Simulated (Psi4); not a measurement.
Psi4 input (wB97X-D/6-311+G**):

```
memory 1500 MB

molecule {
0 1
C     1.36656412   -0.18415937   -0.09598662
C     0.06593869   -0.00888596   -0.00463149
F    -0.83029842   -0.97785241    0.07898218
F    -0.54605565    1.16333108    0.01769207
H     2.01907743    0.67097753   -0.15970021
H     1.77309228   -1.18201362   -0.10665944
symmetry c1
no_reorient
no_com
}

set {
  basis 6-311+G**
  reference rks
  scf_type pk
  dft_radial_points 99
  dft_spherical_points 590
  e_convergence 1e-8
  d_convergence 1e-7
  maxiter 150
}

e = energy('wb97x-d')
print_out(f'\nFINAL {e:.10f} DIPOLE {variable("CURRENT DIPOLE")[0]:.6f} {variable("CURRENT DIPOLE")[1]:.6f} {variable("CURRENT DIPOLE")[2]:.6f}\n')
```

Output:

```
   => Loading Basis Set <=

    Name: 6-311+G**
    Role: ORBITAL
    Keyword: BASIS
    atoms 1-2 entry C          line   129 file 6-311pgss.gbs
    atoms 3-4 entry F          line   192 file 6-311pgss.gbs
    atoms 5-6 entry H          line    42 file 6-311pgss.gbs

   => WB97X-D: Empirical Dispersion <=

    Chai and Head-Gordon Dispersion Correction
    Chai, J.-D.; Head-Gordon, M. (2010), J. Chem. Phys., 132: 6615-6620

        s6 =       1.000000

         ---------------------------------------------------------
                                   SCF
               by Justin Turney, Rob Parrish, Andy Simmonett
                          and Daniel G. A. Smith
                              RKS Reference
         ---------------------------------------------------------

  ==> Geometry <==

    Molecular point group: c1
    Full point group: C1

    Geometry (in Angstrom), charge = 0, multiplicity = 1:

       Center              X                  Y                   Z               Mass
    ------------   -----------------  -----------------  -----------------  -----------------
         C            1.366564120000    -0.184159370000    -0.095986620000    12.000000000000
         C            0.065938690000    -0.008885960000    -0.004631490000    12.000000000000
         F           -0.830298420000    -0.977852410000     0.078982180000    18.998403162730
         F           -0.546055650000     1.163331080000     0.017692070000    18.998403162730
         H            2.019077430000     0.670977530000    -0.159700210000     1.007825032230
         H            1.773092280000    -1.182013620000    -0.106659440000     1.007825032230

  Running in c1 symmetry.

  Rotational constants: A =      0.36555  B =      0.34541  C =      0.17760 [cm^-1]
  Rotational constants: A =  10958.87290  B =  10355.03025  C =   5324.19893 [MHz]
  Nuclear repulsion =  117.691249346114489

  Charge       = 0
  Multiplicity = 1
  Electrons    = 32
  Nalpha       = 16
  Nbeta        = 16

  ==> Algorithm <==

  SCF Algorithm Type is PK.
  DIIS enabled.
  MOM disabled.
  Fractional occupation disabled.
  Guess Type is SAD.
  Energy threshold   = 1.00e-08
  Density threshold  = 1.00e-07
  Integral threshold = 1.00e-12

  ==> Primary Basis <==

  Basis Set: 6-311+G**
    Blend: 6-311+G**
    Number of shells: 48
    Number of basis functions: 100
    Number of Cartesian functions: 104
    Spherical Harmonics?: true
    Max angular momentum: 2

  ==> DFT Potential <==

   => LibXC <=

    Version 7.1.2
    S. Lehtola, C. Steigemann, M. J. T. Oliveira, and M. A. L. Marques,  SoftwareX 7, 1–5 (2018) (10.1016/j.softx.2017.11.002)

   => Composite Functional: WB97X-D <=

    wB97X-D Hyb-GGA Exchange-Correlation Functional

    J.-D. Chai and M. Head-Gordon,  Phys. Chem. Chem. Phys. 10, 6615–6620 (2008) (10.1039/B810189B)

    Deriv               =              1
    GGA                 =           TRUE
    Meta                =          FALSE

    Exchange Hybrid     =           TRUE
    MP2 Hybrid          =          FALSE

   => Exchange-Correlation Functionals <=

    1.0000   wB97X-D range-separated functional

   => Exact (HF) Exchange <=

    0.7780            HF,LR [omega = 0.2000]
    0.2220               HF

   => LibXC Density Thresholds  <==

    XC_HYB_GGA_XC_WB97X_D:  1.00E-14

   => Molecular Quadrature <=

    Radial Scheme          =       TREUTLER
    Pruning Scheme         =           NONE
    Nuclear Scheme         =       TREUTLER

    Blocking Scheme        =         OCTREE
    BS radius alpha        =              1
    Pruning alpha          =              1
    Radial Points          =             99
    Spherical Points       =            590
    Total Points           =         338773
    Total Blocks           =           2468
    Max Points             =            256
    Max Functions          =            100
    Weights Tolerance      =       1.00E-15

  ==> Integral Setup <==

  Using in-core PK algorithm.
   Calculation information:
      Number of atoms:                   6
      Number of AO shells:              48
      Number of primitives:             88
      Number of atomic orbitals:       104
      Number of basis functions:       100

      Integral cutoff                 1.00e-12
      Number of threads:                 1

  Performing in-core PK
  Using 38261325 doubles for integral storage.
  We computed 647679 shell quartets total.
  Whereas there are 692076 unique shell quartets.

  Computing range-separated integrals for PK
  We computed 647679 wK shell quartets total.
  Whereas there are 692076 wK unique shell quartets.

  ==> DiskJK: Disk-Based J/K Matrices <==

    J tasked:                  Yes
    K tasked:                  Yes
    wK tasked:                 Yes
    Omega:               2.000E-01
    Schwarz Cutoff:          1E-12


  Cached 33.3% of DFT collocation blocks in 0.263 [GiB].

  Minimum eigenvalue in the overlap matrix is 1.1139947230E-04.
  Reciprocal condition number of the overlap matrix is 1.4703278663E-05.
    Using symmetric orthogonalization.

  ==> Pre-Iterations <==

  SCF Guess: Superposition of Atomic Densities via on-the-fly atomic UHF (no occupation information).

   -------------------------
    Irrep   Nso     Nmo
   -------------------------
     A        100     100
   -------------------------
    Total     100     100
   -------------------------

  ==> Iterations <==

                        Total Energy        Delta E     RMS |[F,P]|

   @RKS iter SAD:  -276.51068274748917   -2.76511e+02   0.00000e+00
   @RKS iter   1:  -276.89963502208496   -3.88952e-01   6.26728e-03 ADIIS/DIIS
   @RKS iter   2:  -276.94112616467254   -4.14911e-02   5.41391e-03 ADIIS/DIIS
   @RKS iter   3:  -277.06637578596974   -1.25250e-01   7.05233e-04 ADIIS/DIIS
   @RKS iter   4:  -277.06873111241009   -2.35533e-03   1.85093e-04 ADIIS/DIIS
   @RKS iter   5:  -277.06889876749915   -1.67655e-04   3.29102e-05 DIIS
   @RKS iter   6:  -277.06890632125834   -7.55376e-06   1.29846e-05 DIIS
   @RKS iter   7:  -277.06890707613888   -7.54881e-07   6.14923e-06 DIIS
   @RKS iter   8:  -277.06890725785075   -1.81712e-07   1.00215e-06 DIIS
   @RKS iter   9:  -277.06890726618354   -8.33279e-09   1.27531e-07 DIIS
   @RKS iter  10:  -277.06890726637187   -1.88322e-10   2.10198e-08 DIIS
  Energy and wave function converged.

  ==> Post-Iterations <==

   Electrons on quadrature grid:
      Ntotal   =   32.0000003820 ; deviation = 3.820e-07

    Orbital Energies [Eh]
    ---------------------

    Doubly Occupied:

       1A    -24.856527     2A    -24.856516     3A    -10.469811
       4A    -10.299651     5A     -1.409579     6A     -1.347388
       7A     -0.898570     8A     -0.749944     9A     -0.686112
      10A     -0.629333    11A     -0.627558    12A     -0.550593
      13A     -0.546332    14A     -0.535702    15A     -0.511412
      16A     -0.361207

    Virtual:

      17A      0.069056    18A      0.070406    19A      0.092942
      20A      0.101794    21A      0.122569    22A      0.124534
      23A      0.144059    24A      0.160749    25A      0.191215
      26A      0.215639    27A      0.220647    28A      0.269942
      29A      0.314861    30A      0.326269    31A      0.331466
      32A      0.360795    33A      0.388879    34A      0.395448
      35A      0.408588    36A      0.426789    37A      0.480150
      38A      0.482837    39A      0.570697    40A      0.606301
      41A      0.665883    42A      0.669264    43A      0.671294
      44A      0.752520    45A      0.769833    46A      0.858854
      47A      0.925969    48A      0.940704    49A      1.090192
      50A      1.192795    51A      1.275201    52A      1.348474
      53A      1.430378    54A      1.465335    55A      1.488639
      56A      1.488670    57A      1.490922    58A      1.506107
      59A      1.560901    60A      1.686591    61A      1.703549
      62A      1.736573    63A      1.803350    64A      1.992825
      65A      2.003142    66A      2.061049    67A      2.089887
      68A      2.092400    69A      2.244159    70A      2.273447
      71A      2.612996    72A      2.686836    73A      2.727795
      74A      2.755112    75A      2.887178    76A      2.939641
      77A      3.132220    78A      3.344500    79A      3.779754
      80A      3.821625    81A      3.827897    82A      3.841730
      83A      3.850959    84A      3.926520    85A      4.055058
      86A      4.064221    87A      4.088015    88A      4.331562
      89A      4.788995    90A      5.008095    91A      6.344105
      92A      6.394227    93A      6.446614    94A      6.453063
      95A      6.632977    96A      6.970472    97A     23.689621
      98A     24.373975    99A     66.863606   100A     66.891379

    Final Occupation by Irrep:
              A
    DOCC [    16 ]
    NA   [    16 ]
    NB   [    16 ]

  @RKS Final Energy:  -277.06890726637187

   => Energetics <=

    Nuclear Repulsion Energy =            117.6912493461144891
    One-Electron Energy =                -615.2972190679042797
    Two-Electron Energy =                 243.3290656030769696
    DFT Exchange-Correlation Energy =     -22.7910914719822912
    Empirical Dispersion Energy =          -0.0009116756767682
    VV10 Nonlocal Energy =                  0.0000000000000000
    Total Energy =                       -277.0689072663718662

Computation Completed

Properties will be evaluated at   0.000000,   0.000000,   0.000000 [a0]

Properties computed using the SCF density matrix

 Multipole Moments:

 ------------------------------------------------------------------------------------
     Multipole            Electronic (a.u.)      Nuclear  (a.u.)        Total (a.u.)
 ------------------------------------------------------------------------------------

 L = 1.  Multiply by 2.5417464519 to convert [e a0] to [Debye]
 Dipole X            :          0.5738514           -0.0000001            0.5738512
 Dipole Y            :         -0.0773326           -0.0000001           -0.0773327
 Dipole Z            :         -0.0403068           -0.0000001           -0.0403070
 Magnitude           :                                                    0.5804397

 ------------------------------------------------------------------------------------

FINAL -277.0689072664 DIPOLE 0.573851 -0.077333 -0.040307

*** Psi4 exiting successfully. Buy a developer a beer!
```

The geometry given is a B3LYP-D3(BJ)/def2-TZVP minimum.
